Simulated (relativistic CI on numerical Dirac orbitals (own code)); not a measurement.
Nb⁴⁺: L2,3 absorption edge

Computed with this model: Dirac-Coulomb-Breit CI, separate exchange-only KLI orbitals for each configuration, model QED, valence Slater integrals scaled by 0.7, multiplet model of core-to-valence dipole absorption; configurations [Kr] 4d → [He] 2s2 2p5 3s2 3p6 3d10 4s2 4p6 4d2; 10 K; Lorentzian 2.4 eV and Gaussian 0.5 eV FWHM. Energies are those of the free ion, without screening or charge transfer. The branching ratio is the share of the lower-energy edge in the whole absorption, uncertain by about 0.02 where the edges overlap. S is read from ⟨S²⟩ = S(S + 1).

Field parameters in Wybourne normalisation: D3d B²₀ = −7Dσ, B⁴₀ = −14Dq − 21Dτ, B⁴₃ = −14√(10/7) Dq; D4h B²₀ = −7Ds, B⁴₀ = 21(Dq − Dt), B⁴₄ = 21√(5/14) Dq; Td as Oh with Dq negative (B⁴₀ = 21Dq, B⁴₄ = √(5/14) B⁴₀). The field is a parameter set, without covalency.

Computed curve for D3d, 10Dq = 18600, Dσ = 670, Dτ = 230 cm⁻¹, scaled to 100 at the maximum (points under 2 are left out and the grid is thinned):

Energy (eV), Intensity and a bar:
```
  2366.25        2.1 
  2367.00        2.4 
  2367.50        2.7 
  2368.25        3.2 
  2368.75        3.6 
  2369.50        4.3 #
  2370.00        5.0 #
  2370.75        6.4 #
  2371.25        7.6 ##
  2372.00       10.3 ###
  2372.50       13.1 ###
  2373.25       19.7 ######
  2373.75       27.2 ########
  2374.50       45.5 ##############
  2375.00       60.9 ##################
  2375.75       77.9 ########################
  2376.25       82.9 #########################
  2377.00       91.1 ############################
  2377.50       98.3 ##############################
  2378.25       97.1 ##############################
  2379.00       73.7 ######################
  2379.50       52.8 ################
  2380.25       30.7 #########
  2380.75       22.2 ######
  2381.50       14.7 ####
  2382.00       11.7 ###
  2382.75        8.6 ##
  2383.25        7.2 ##
  2384.00        5.5 #
  2384.50        4.8 #
  2385.25        3.9 #
  2385.75        3.4 
  2386.50        2.9 
  2387.00        2.6 
  2387.75        2.2 
  2388.25        2.0 
  2464.00        2.4 
  2464.50        2.8 
  2465.25        3.6 #
  2465.75        4.4 #
  2466.50        6.2 #
  2467.25        9.4 ##
  2467.75       13.0 ###
  2468.50       22.3 ######
  2469.00       30.9 #########
  2469.75       40.0 ############
  2470.25       41.4 ############
  2471.00       40.3 ############
  2471.50       40.0 ############
  2472.25       38.0 ###########
  2472.75       34.1 ##########
  2473.50       23.5 #######
  2474.00       16.6 #####
  2474.75       10.0 ###
  2475.25        7.5 ##
  2476.00        5.2 #
  2476.50        4.3 #
  2477.25        3.2 
  2477.75        2.7 
  2478.50        2.1
```

The ground state has S = 0.50, and the centroid lies at 2406.42 eV.
